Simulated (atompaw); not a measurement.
Before and after: PAW (atompaw) potential for I

atompaw 4.2.0.5 input, output lines left out:

```
I 53
GGA-PBE scalarrelativistic loggrid 1500 logderivrange -6 5 276
5 5 4 0 0 0
5 1 4.75
0 0 0
c
c
c
c
v
c
c
c
v
c
v
2
2.20 2.05 1.55 1.95
y
3.4
n
y
2.9
n
y
-0.05
n
custom rrkj vanderbiltortho sinc
bessel
2.20
2.20
2.20
2.20
2.20
2.20
```

All-electron outer shells of the reference configuration (PBE, scalar-relativistic, ld1.x):

```csv
shell,level (eV),outermost node (bohr),outermost maximum (bohr)
4s,-182.85,0.37,0.68
4p,-129.82,0.37,0.72
4d,-52.53,0.35,0.78
5s,-19.52,0.88,1.70
5p,-9.06,0.96,2.02
```

Change: reference 4d10 5s2 5p3.5.

Cutoffs: the cutoffs (Ry, on a coarse ladder) from which the occupation-weighted sum of valence levels, in a spherical-Bessel basis at the reference potential, stays within 10 and 1 mRy of its value at 400 Ry; they do not see the model core or the augmentation charge, which bear on the density cutoff.

What does the change do?

The potential gets neither clearly harder nor softer (21 Ry and 35 Ry → 21 Ry and 40 Ry); the d channel sets the loose cutoff, while the largest relative change is in p, which becomes harder; neither file shows a bound ghost.

| quantity | base | changed |
| --- | --- | --- |
| cutoff, loose | 21 Ry | 21 Ry |
| cutoff, tight | 35 Ry | 40 Ry |
| loose cutoff by channel (10 mRy a level) | s 6 Ry, p 6 Ry, d 18 Ry | s 6 Ry, p 8 Ry, d 18 Ry |
| bound ghosts | none | none |
| s: phases at 2.21 bohr within 0.05 rad from the reference energy up to (Ry; the scan ends near 5) | to the end of the scan | 4.8 |
| p: phases at 2.21 bohr within 0.05 rad from the reference energy up to (Ry; the scan ends near 5) | to the end of the scan | to the end of the scan |
| d: phases at 2.21 bohr within 0.05 rad from the reference energy up to (Ry; the scan ends near 5) | 0.9 | 0.7 |
| lowest overlap eigenvalue by channel | s 0.55, p 0.54, d 0.88 | s 0.54, p 0.58, d 0.85 |

 The cutoffs see the waves, projectors and local potential, not the compensation charge or the core.
